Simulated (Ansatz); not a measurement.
Worked example: C2H4Br2 + NaI → CHBr2I + CH3Na

Species: C2H4Br2 (1,1-dibromoethane) `CC(Br)Br`, singlet; NaI (Sodium Iodide), singlet; CHBr2I (dibromoiodomethane) `BrC(Br)I`, singlet; CH3Na `[CH3][Na]`, singlet. The partners trade CH3 for I: C–CH3 and Na–I bonds give way to C–I and Na–CH3.

Shapes, held fixed at every level: PBE0-D4/def2-TZVP. Programs: Ansatz 0.2.0. The zero-point and thermal change to 298 K, harmonic and unscaled (PBE0-D4/def2-TZVP), is -14.5 kJ/mol.

At CCSD(T)/def2-TZVPP; 1 Eh = 2625.50 kJ/mol:

```
species   energy (Eh)
C2H4Br2  -5223.890235
    NaI   -459.252961
 CHBr2I  -5481.173576
  CH3Na   -201.835698
```

Problem. Work out ΔH(298 K) of the reaction at this level.

Solution. 
1. Products less reactants: (-5481.173576) + (-201.835698) − [(-5223.890235) + (-459.252961)] = 0.133922 Eh = +351.6 kJ/mol.
2. With the thermal change: +351.6 + (-14.5) = +337.1 kJ/mol.

Other levels give +319.3 (SPW92/def2-TZVPP) to +428.4 kJ/mol (HF/def2-SVP). No measured value is set beside it here. For atoms past krypton def2 sets carry core potentials with scalar relativity. Relativity is left out for Br unless named. Correlated rows may include outer-core shells of Br, I, Na, which these sets cover unevenly.
